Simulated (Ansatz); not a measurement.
Frontier orbitals of Cl3HSeZr, SMILES `[Cl][Zr]([Cl])([Cl])[SeH]`.

| atom | x (Å) | y (Å) | z (Å) |
| --- | --- | --- | --- |
| Cl1 | -1.4484 | 0.1018 | 1.9373 |
| Zr2 | 0.2822 | 0.2342 | 0.3952 |
| Cl3 | 1.4210 | 2.2437 | 0.5312 |
| Cl4 | 1.6854 | -1.5907 | 0.6975 |
| Se5 | -0.6874 | 0.1632 | -1.9598 |
| H6 | -1.2530 | -1.1522 | -1.6015 |

Charge 0, multiplicity 1. Correlated methods include outer-core shells of Se, Zr, which these sets cover unevenly. Scalar relativity is left out up to krypton. Zr: def2 effective core potential. All single points use the PBE0-D4/def2-TZVP geometry. It is one conformer, not always the lowest. Basis def2-TZVPP, Ansatz 0.2.0.

Orbital energies of one run (eV). Highest occupied ones, from the top: -7.81, -8.91, -9.62, -9.88, -9.93, -10.24, -10.46, -10.48, -11.00, -11.04, -11.29, -11.52, -19.73, -22.81. Empty: -2.77, -2.50, -1.85, -1.78, -1.62, -0.61.

Problem. Which functional gave them?
A. PBE0
B. PBE
C. BLYP
D. ωB97M-V

Solution. A. HOMO energies: PBE0 -7.81, PBE -6.69, BLYP -6.50, ωB97M-V -9.88 eV.
